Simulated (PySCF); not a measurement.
Fill in the blanks.

C9H11N.
SMILES: `C#CC(C)(C)n1cccc1`

Conformer (atom-mapped SMILES and torsion angles): `[CH:1]#[C:2][C:3]([CH3:4])([CH3:5])[n:6]1[cH:7][cH:8][cH:9][cH:10]1`: C2–C3–N6–C7 180°.

```csv
property,level,value
point group of the GFN2-xTB geometry,GFN2-xTB,?
"rotational constants A, B, C of the GFN2-xTB geometry",GFN2-xTB,?
dipole moment,PBE0/pcSseg-1,2.27 D
HOMO energy,PBE0/pcSseg-1,?
LUMO energy,PBE0/pcSseg-1,?
13C chemical shifts (computed TMS as zero) by class,GIAO PBE0/pcSseg-1,?
1H chemical shifts (computed TMS as zero) by class,GIAO PBE0/pcSseg-1,"6.98 (2 H), 6.41 (2 H), 2.11 (1 H), 1.78 (6 H) ppm"
"isotropic shieldings of nuclei other than C and H, by class",GIAO PBE0/pcSseg-1,?
```

Gas-phase values; electronic properties from PySCF, density fitting. Isolated species at its GFN2-xTB geometry (one conformer only). NMR classes are plain means over equivalent atoms (diastereotopic ones count apart unless rotation or inversion swaps them), as if these changed places fast; in this geometry the members of some classes differ.

(1) The point group of the GFN2-xTB geometry?

(2) What are the 13C chemical shifts (computed TMS as zero) by class?

(3) What are the rotational constants A, B, C of the GFN2-xTB geometry?

(4) What are the isotropic shieldings of nuclei other than C and H, by class?

(5) The HOMO energy?

(6) Give the LUMO energy.

## Answers

(1) Cs.

(2) 120.2 (2 C), 114.2 (2 C), 91.5 (1 C), 82.0 (1 C), 52.5 (1 C), 34.9 (2 C) ppm.

(3) 2.368, 1.102, 0.898 GHz.

(4) 69 (1 N) ppm.

(5) -6.00 eV.

(6) 0.76 eV.

The rotational constants make it an asymmetric top with κ = (2B − A − C)/(A − C) = -0.72, nearer the prolate limit (−1). The dipole equals about 7.6 × 10⁻³⁰ C·m (1 D = 3.33564 × 10⁻³⁰ C·m). With B = h/(8π²I), that is 505.379 GHz u Å² over I, the principal moments of inertia are 213.4, 458.5 and 562.9 u Å² (most abundant isotopes).
